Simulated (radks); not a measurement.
Initial-state core-level shifts of the molybdenum ion Mo3+ when its valence configuration changes from [Kr] 4d3. Method: Dirac Kohn-Sham, PBEsol, spin-unpolarised, spherical densities, finite nucleus; open shells fill j = l - 1/2 first; Fermi nuclear charge, rms radius 4.4091 fm; computed with a radial shooting solver on a logarithmic mesh with Libxc functionals. Shifts are changes of the shell-averaged eigenvalues in eV (positive: less bound); the change of the density at the nucleus, which sets a Mossbauer isomer shift, is in e/bohr^3, on a base of 9.071e+04.

valence           2p       3s       4s       4p  density at nucleus
4d2 5p1       -6.412   -6.234   -5.461   -5.173              +4.377
4d1 5p2      -13.137  -12.719  -10.962  -10.357              +9.587
4d2.5 5p0.5   -3.163   -3.081   -2.720   -2.580              +2.082
5p3          -20.310  -19.577  -16.601  -15.653             +15.314
5s2 5p1      -18.242  -17.480  -14.649  -13.762             +69.346
4d2.5 5s0.5   -2.654   -2.563   -2.216   -2.088             +13.528
5s1 5p2      -19.210  -18.465  -15.567  -14.652             +42.647
4d2 5s1       -5.402   -5.204   -4.467   -4.205             +27.947
5s1.5 5p1.5  -18.727  -17.974  -15.110  -14.209             +56.038
